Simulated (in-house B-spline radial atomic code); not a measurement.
A calculation on Ho3+ (an excited or competing configuration): its settings, and results tabulated from the run. Computed with a B-spline radial code for spherical atoms: Dirac-Hartree-Fock, average of the jj configuration, Fermi nucleus of rms radius 5.2022 fm.

In the input, a minus or plus after the letter marks the j = l - 1/2 or j = l + 1/2 subshell.

Command:
```bash
python run_scf.py task.json out
```
Settings (nuclear radius in fm, mass in u):
```
Z                67
configuration    1s2 2s2 2p6 3s2 3p6 3d10 4s2 4p6 4d10 4f-2 4f+8 5s2 5p6
hamiltonian      dirac
method           hf
spin_polarised   False
nucleus          fermi
rms_radius       5.2022
atomic_mass      164.93033
speed_of_light   137.035999084
```

Output (hartree, bohr):
```
 radial grid: 72 intervals, B-splines of order 8, outer radius 39.1892 bohr

 iter        energy (Eh)    residual
    1      -12568.502554    8.19e-01
    2      -12587.782743    1.20e+00
    3      -12618.132528    3.02e-01
    4      -12619.815337    1.10e-01
    5      -12620.013353    1.65e-02
    6      -12620.019753    6.23e-03
    7      -12620.020090    2.71e-03
    8      -12620.020304    1.22e-03
    9      -12620.020336    6.30e-05
   10      -12620.020336    4.00e-06
   11      -12620.020336    3.43e-07

 total energy                    -12620.02034
 kinetic                           13881.3409
 electron-nucleus                 -31102.0041
 electron-electron                  4600.6429

 first-order corrections (not in the total)
   Gaunt                            13.5870
   retardation                      -1.4333
   frequency dependence             -0.2001
   self-energy                       9.6211
   Uehling                          -1.6244
   Wichmann-Kroll                    0.0553
   recoil                            0.0267

 orbital      occ     eigenvalue          <r>       <r^2>       <1/r>     <1/r^2>       <r^4>       r_max    small
 1s1/2      2.000     -2057.3876    0.0207361 0.000588088     76.0364     13368.9 9.26295e-07     0.01312  6.27e-02
 2s1/2      2.000      -349.6910    0.0874634  0.00909814     18.2681     1728.32  0.00014401     0.07472  1.40e-02
 2p1/2      2.000      -332.0779    0.0729886  0.00659778        18.2     545.924 8.90183e-05     0.05632  1.40e-02
 2p3/2      4.000      -300.5097    0.0801143  0.00781518     15.8758     343.717 0.000120125      0.0624  1.29e-02
 3s1/2      2.000       -81.0538     0.228713   0.0599276     6.69677     378.977  0.00543858       0.211  4.51e-03
 3p1/2      2.000       -73.3246     0.218723    0.055675     6.60133     121.053  0.00491542      0.1989  4.44e-03
 3p3/2      4.000       -66.6592     0.232136   0.0625251     6.00981     77.3854  0.00616149      0.2115  4.13e-03
 3d3/2      4.000       -53.5695     0.205023   0.0494146     5.88089     43.2841  0.00434804      0.1675  4.00e-03
 3d5/2      6.000       -52.2148     0.209516   0.0515042      5.7291     40.6411  0.00471017      0.1711  3.90e-03
 4s1/2      2.000       -17.9564     0.518676    0.303593     2.77607     89.7354    0.133888       0.484  1.42e-03
 4p1/2      2.000       -14.7562     0.529032     0.31836     2.66529     28.0162    0.151431      0.4873  1.34e-03
 4p3/2      4.000       -13.3571      0.55826     0.35443     2.47491     18.1919     0.18795      0.5136  1.23e-03
 4d3/2      4.000        -7.9835     0.589915    0.403632     2.24611     9.14788    0.265765      0.5186  1.05e-03
 4d5/2      6.000        -7.9740     0.600712    0.418656     2.20029     8.63722    0.286527      0.5278  1.02e-03
 4f5/2      2.000        -1.6886     0.762915     0.74384     1.68974     3.70863     1.38755      0.5218  6.45e-04
 4f7/2      8.000        -1.7282     0.764748    0.744766     1.68031     3.65612     1.37195       0.526  6.40e-04
 5s1/2      2.000        -3.3641       1.2735     1.82071     1.03727      14.374     4.88828       1.138  2.81e-04
 5p1/2      2.000        -2.3752       1.4118     2.25166    0.924958     4.00049     7.69881       1.235  2.29e-04
 5p3/2      4.000        -2.1881      1.49311     2.51693    0.866017     2.63905      9.6001       1.307  2.07e-04
```

Time taken, with all properties: 1.2 s on 1 thread of Arm Neoverse V2, on a shared host.

For the Dirac Hamiltonian the kinetic term is c α·p + (β - 1)c².
